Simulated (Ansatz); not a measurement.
Relaxation of C₂H₈ClNSi (13 atoms, charge 0, multiplicity 1), to a largest force component of 0.03 eV/Å in at most 50 steps.

The calculation used Ansatz, RHF/def2-SVP.

```xyz
13
Properties=species:S:1:pos:R:3
Si -1.367 1.651 0.181
C 0.991 -0.432 -0.272
C 0.776 -1.706 0.537
N -1.818 1.067 -1.188
H 0.121 -0.193 -0.868
H -1.438 0.900 1.424
Cl -0.597 3.501 0.621
H 1.216 0.417 0.384
H 1.846 -0.536 -0.945
H 1.648 -1.950 1.147
H 0.582 -2.556 -0.120
H -0.081 -1.612 1.207
H -1.877 1.450 -2.108
```

Where does it end, and by what steps?

It converged. The force dipped under the threshold on the way, but the program's further checks kept it going. After 28 steps the energy has fallen by 0.219 eV; H13 moved furthest, 1.05 Å.

```
step  energy less start (eV)  largest force component (eV/Å)  accepted
   0                  0.0000                           0.471       yes
   1                 -0.1237                           0.220       yes
   2                 -0.1789                           0.276       yes
   3                 -0.1928                           0.333       yes
   4                 -0.2050                           0.335       yes
   5                 -0.2072                           0.151       yes
   6                 -0.2102                           0.097       yes
   7                 -0.2110                           0.075       yes
   8                 -0.2113                           0.044       yes
   9                 -0.2122                           0.053       yes
  10                 -0.2122                           0.209        no
  11                 -0.2135                           0.036       yes
  12                 -0.2143                           0.074       yes
  13                 -0.2140                           0.161        no
  14                 -0.2158                           0.068       yes
  15                 -0.2167                           0.044       yes
  16                 -0.2171                           0.075       yes
  17                 -0.2174                           0.051       yes
  18                 -0.2177                           0.036       yes
  19                 -0.2180                           0.020       yes
  20                 -0.2158                           0.146        no
  21                 -0.2184                           0.022       yes
  22                 -0.2186                           0.048       yes
  23                 -0.2187                           0.032       yes
  24                 -0.2188                           0.029       yes
  25                 -0.2190                           0.032       yes
  26                 -0.2178                           0.141        no
  27                 -0.2191                           0.048       yes
  28                 -0.2191                           0.024       yes
```

```xyz
13
Properties=species:S:1:pos:R:3
Si -1.761 1.926 0.069
C 1.177 -0.706 -0.291
C 1.087 -1.882 0.674
N -2.501 1.811 -1.294
H 0.338 -0.701 -0.991
H -2.029 1.032 1.187
Cl -0.321 3.262 0.662
H 1.179 0.247 0.242
H 2.094 -0.746 -0.882
H 1.928 -1.888 1.371
H 1.094 -2.833 0.139
H 0.169 -1.844 1.265
H -2.454 2.321 -2.151
```

Whether the end is a true minimum wasn't checked by a vibrational analysis.

Run time: 40 s on 2 threads of Arm Neoverse V2, on a shared host, peak memory 0.26 GiB.
